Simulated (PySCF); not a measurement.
Gas-phase reaction: GeHF3 + 2 GeH4 ⇌ 3 GeH3F, at 1600 K and a standard pressure of 1 bar. Level: ωB97X-V/def2-TZVP†.

Energies from PySCF, thermal terms from the rigid-rotor harmonic-oscillator model, ideal gas at 1 bar. † marks an energy on the PBE0/def2-TZVP geometry and frequencies. All species are closed-shell singlets. Ge: all electrons, no relativistic terms. GeHF3: computed as isolated molecules; such fragments, hydroxides, amides, oligomers or adducts are transient or little studied in the gas. The harmonic model lacks anharmonicity and excited electronic states, which grow with temperature; levels with a mode under 35 cm⁻¹ are left out.

```
species       E (Ha)  H(1600 K) − E (kJ/mol)  S°(1600 K) (J/mol/K)
-------  -----------  ----------------------  --------------------
GeHF3    -2377.09665                   179.8                 448.7
GeH4     -2079.19655                   192.2                 338.8
GeH3F    -2178.49238                   188.2                 383.2
```
E: electronic energy; H − E holds the zero-point and thermal terms. 1 Ha = 2625.5 kJ/mol.

Q: Work out ΔH°, ΔS°, ΔG° and log10 K from these numbers.

A: 1. ΔE = 3×(-2178.49238) − 1×(-2377.09665) − 2×(-2079.19655) = 0.01261 Ha = 33.1 kJ.
2. Δ(H − E) = 3×(188.2) − 1×(179.8) − 2×(192.2) = 0.4 kJ, so ΔH° = 33.5 kJ.
3. ΔS° = 3×(383.2) − 1×(448.7) − 2×(338.8) = 23.3 J/K; the number of gas molecules stays the same.
4. ΔG° = ΔH° − TΔS° = 33.5 − 1600×(23.3)/1000 = -3.8 kJ.
5. log10 K = −ΔG°/(RT ln 10) = 0.12, with RT ln 10 = 30.63 kJ/mol; at standard pressures the products are favoured.
6. A shift of 10 kJ in ΔE would move log10 K by 0.33 here.
7. With ΔH° and ΔS° held fixed, ΔG° changes sign near ΔH°/ΔS° = 1440 K.
For scale, ΔH°(298 K) is 35 kJ at this level, 37 kJ at ωB97M-V/def2-TZVP†, and runs from -48 to 48 kJ over the 20 levels computed.
